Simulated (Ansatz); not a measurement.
Species: LaCl$_{2}$, net charge 1, singlet state. 
Geometry from a B3LYP-D3(BJ)/def2-TZVP (Ansatz, a program for electronic structure) optimisation:
SMILES: [Cl][La+][Cl]
```xyz
3

La     0.3406    -0.0286     0.4362
Cl     1.0190     0.4048    -1.9492
Cl    -2.1609    -0.3090     0.4867
```
Charge +1, spin multiplicity 1.

Property: vertical triplet-singlet gap (E(triplet) - E(singlet); each state is the SCF solution reached for its spin; for the triplet the Hartree-Fock reference is unstable and T1 is 0.023), in kcal/mol. Cores are frozen in the correlated levels unless marked. Open shells are spin-unrestricted. Spin-orbit coupling is left out. Frozen are the shells of the preceding noble gas and the d and f shells that filled before the atom's block. Past Kr the def2 sets carry scalar-relativistic core potentials. 

```csv
level,program,vertical triplet-singlet gap (kcal/mol)
r2SCAN/def2-TZVPD,Ansatz,102.2
PBE0/def2-TZVPD,Ansatz,106.1
CAM-B3LYP/def2-TZVPD,Ansatz,110.8
wB97X-V/def2-TZVPD,Ansatz,118.9
B2PLYP/def2-TZVPD,Ansatz,112.3
RI-MP2/def2-QZVPPD,Ansatz,130.9
```
